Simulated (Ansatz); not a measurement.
Reaction (cleavage of the Si–Al bond): `F[SiH2][AlH][Cl]` + HCl → `F[SiH2]Cl` + `[AlH2][Cl]`

Gas-phase electronic energies from Ansatz, PBE0-D4/def2-TZVP geometries. CCSD(T)/CBS is the MP2 limit (def2-TZVPP, def2-QZVPP) plus CCSD(T) − MP2 in def2-TZVPP, frozen cores. This one scheme is used for every species. Functionals use def2-TZVPP. B3LYP here is the variant with VWN-RPA as its local correlation; programs differ in this. HSE06 is defined as in plane-wave codes. Each species was taken in one conformer, which may not be the lowest.

```json
{"level": "LDA (SPW92)", "ΔE (kcal/mol)": "-23.8", "difference from CCSD(T)/CBS": "3.4"}
{"level": "PBE-D4", "ΔE (kcal/mol)": "-23.1", "difference from CCSD(T)/CBS": "4.1"}
{"level": "revPBE-D4", "ΔE (kcal/mol)": "-23.5", "difference from CCSD(T)/CBS": "3.7"}
{"level": "BLYP-D4", "ΔE (kcal/mol)": "-25.4", "difference from CCSD(T)/CBS": "1.8"}
{"level": "r2SCAN-D4", "ΔE (kcal/mol)": "-27.1", "difference from CCSD(T)/CBS": "0.1"}
{"level": "B97M-V", "ΔE (kcal/mol)": "-29.5", "difference from CCSD(T)/CBS": "-2.3"}
{"level": "PBE0-D4", "ΔE (kcal/mol)": "-24.6", "difference from CCSD(T)/CBS": "2.6"}
{"level": "B3LYP-D4", "ΔE (kcal/mol)": "-26.4", "difference from CCSD(T)/CBS": "0.8"}
{"level": "r2SCANh-D4", "ΔE (kcal/mol)": "-27.3", "difference from CCSD(T)/CBS": "-0.1"}
{"level": "BHLYP-D4", "ΔE (kcal/mol)": "-28.1", "difference from CCSD(T)/CBS": "-0.9"}
{"level": "CAM-B3LYP-D4", "ΔE (kcal/mol)": "-27.5", "difference from CCSD(T)/CBS": "-0.3"}
{"level": "ωB97X-V", "ΔE (kcal/mol)": "-27.1", "difference from CCSD(T)/CBS": "0.1"}
{"level": "ωB97M-V", "ΔE (kcal/mol)": "-28.9", "difference from CCSD(T)/CBS": "-1.7"}
{"level": "B2PLYP", "ΔE (kcal/mol)": "-28.0", "difference from CCSD(T)/CBS": "-0.8"}
{"level": "PBE-QIDH", "ΔE (kcal/mol)": "-27.4", "difference from CCSD(T)/CBS": "-0.2"}
{"level": "PBE", "ΔE (kcal/mol)": "-23.4", "difference from CCSD(T)/CBS": "3.8"}
{"level": "revPBE", "ΔE (kcal/mol)": "-23.3", "difference from CCSD(T)/CBS": "3.9"}
{"level": "r2SCAN", "ΔE (kcal/mol)": "-27.2", "difference from CCSD(T)/CBS": "0.0"}
{"level": "PBE0", "ΔE (kcal/mol)": "-24.9", "difference from CCSD(T)/CBS": "2.3"}
{"level": "B3LYP", "ΔE (kcal/mol)": "-26.8", "difference from CCSD(T)/CBS": "0.4"}
{"level": "r2SCANh", "ΔE (kcal/mol)": "-27.4", "difference from CCSD(T)/CBS": "-0.2"}
{"level": "r2SCAN0", "ΔE (kcal/mol)": "-27.8", "difference from CCSD(T)/CBS": "-0.6"}
{"level": "HSE06", "ΔE (kcal/mol)": "-24.9", "difference from CCSD(T)/CBS": "2.3"}
{"level": "CAM-B3LYP", "ΔE (kcal/mol)": "-27.9", "difference from CCSD(T)/CBS": "-0.7"}
{"level": "LC-ωPBE", "ΔE (kcal/mol)": "-26.3", "difference from CCSD(T)/CBS": "0.9"}
{"level": "RPA@PBE/def2-TZVPP", "ΔE (kcal/mol)": "-25.8", "difference from CCSD(T)/CBS": "1.4"}
{"level": "HF/def2-SVP", "ΔE (kcal/mol)": "-29.8", "difference from CCSD(T)/CBS": "-2.6"}
{"level": "MP2/def2-SVP", "ΔE (kcal/mol)": "-28.9", "difference from CCSD(T)/CBS": "-1.7"}
{"level": "CCSD/def2-SVP", "ΔE (kcal/mol)": "-26.7", "difference from CCSD(T)/CBS": "0.5"}
{"level": "CCSD(T)/def2-SVP", "ΔE (kcal/mol)": "-26.5", "difference from CCSD(T)/CBS": "0.7"}
{"level": "HF/def2-TZVPP", "ΔE (kcal/mol)": "-30.7", "difference from CCSD(T)/CBS": "-3.5"}
{"level": "MP2/def2-TZVPP", "ΔE (kcal/mol)": "-29.4", "difference from CCSD(T)/CBS": "-2.2"}
{"level": "SCS-MP2/def2-TZVPP", "ΔE (kcal/mol)": "-29.1", "difference from CCSD(T)/CBS": "-1.9"}
{"level": "CCSD/def2-TZVPP", "ΔE (kcal/mol)": "-26.9", "difference from CCSD(T)/CBS": "0.3"}
{"level": "CCSD(T)/def2-TZVPP", "ΔE (kcal/mol)": "-26.6", "difference from CCSD(T)/CBS": "0.6"}
{"level": "HF/def2-QZVPP", "ΔE (kcal/mol)": "-30.9", "difference from CCSD(T)/CBS": "-3.7"}
{"level": "MP2/def2-QZVPP", "ΔE (kcal/mol)": "-29.8", "difference from CCSD(T)/CBS": "-2.6"}
{"level": "SCS-MP2/def2-QZVPP", "ΔE (kcal/mol)": "-29.5", "difference from CCSD(T)/CBS": "-2.3"}
{"level": "HF/CBS(def2)", "ΔE (kcal/mol)": "-30.9", "difference from CCSD(T)/CBS": "-3.7"}
{"level": "MP2/CBS(def2)", "ΔE (kcal/mol)": "-30.0", "difference from CCSD(T)/CBS": "-2.8"}
{"level": "CCSD(T)/CBS", "ΔE (kcal/mol)": "-27.2", "difference from CCSD(T)/CBS": "0"}
```

Largest T1 diagnostic among the species: 0.011.

Leaving LDA and LC-ωPBE aside and taking each functional with its dispersion term where it has one, the values spread over 6.3 kcal/mol, from B97M-V to PBE-D4. From PBE to PBE0 (25 % exact exchange), in def2-TZVPP and without D4, ΔE moves by −1.5 kcal/mol. In def2-TZVPP, CCSD(T) changes the Hartree–Fock value by +4.1 kcal/mol (the triples alone add +0.3 kcal/mol) and MP2 by +1.3 kcal/mol.
